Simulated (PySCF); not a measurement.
Computed IR spectrum (relative IR intensity) of a molecule C5H7N. Geometry optimised at PBE0-D3(BJ)/def2-SVP. Other conformers were not sampled. These are PBE0-D3(BJ)/def2-SVP in PySCF values and carry that method's errors. No scaling factor is applied to the harmonic values.

| ν (cm⁻¹) | relative intensity |
|---|---|
| 203 | 3.4 |
| 633 | 12 |
| 691 | 5.8 |
| 735 | 100 |
| 990 | 9.6 |
| 1063 | 10 |
| 1093 | 4.1 |
| 1098 | 11 |
| 1112 | 23 |
| 1134 | 4.3 |
| 1357 | 35 |
| 1433 | 3.1 |
| 1438 | 18 |
| 1460 | 12 |
| 1502 | 6.3 |
| 1576 | 57 |
| 3053 | 55 |
| 3145 | 13 |
| 3179 | 6.0 |

Problem. Which structure fits?
A. Cn1cccc1
B. C=CC#CCN
C. C=CN1C=CC1
D. C=CC1=NCC1

Solution. A, Cn1cccc1
